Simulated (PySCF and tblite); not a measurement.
C₆H₁₄O, numbered as in [CH3:1][CH2:2][O:3][C:4]([CH3:5])([CH3:6])[CH3:7].

Conformers came from 90 starts (ETKDG and KDG, MMFF94s, GFN2-xTB); geometries are PBE0-D3(BJ)/def2-SVP. Free energies are PBE0-D3(BJ)/def2-TZVP (IEF-PCM, chloroform) single points with GFN2-xTB rigid-rotor and vibrational terms (modes under about 100 cm⁻¹ blended into free rotors). Symmetry numbers and mirror images are counted. Conformers within 3 kcal/mol (GFN2-xTB free energy) were kept, 8 at most. GIAO shieldings: WP04/pcSseg-1 (IEF-PCM, chloroform). Shifts are against TMS (¹H), TMS (¹³C) at the same level. Programs: PySCF with density fitting and tblite.

Torsions listed: C1–C2–O3–C4, C2–O3–C4–C5. Of a mirror pair one member is shown.

```tsv
conformer	shape	weight %	dipole D
1	-170°, -54°	99.8	1.46
2	74°, -89°	0.2	1.51
```

**Question.** How do the computed shifts compare with measured ones?

**Answer.** 
| nucleus | signal | leading conformer | average | measured | medium |
| --- | --- | --- | --- | --- | --- |
| ¹³C | C1 | 19.9 | 19.9 | 16.4 | not stated per compound (mostly CDCl3 or CCl4) |
| ¹³C | C2 | 60.9 | 60.9 | 56.8 | not stated per compound (mostly CDCl3 or CCl4) |

Measured values: Pretsch, Buehlmann, Badertscher, Structure Determination of Organic Compounds, 4th ed. (2009). Mean difference for ¹³C: 3.80 ppm, scatter 0.30 ppm. The computed shifts are unscaled and lack vibrational corrections.
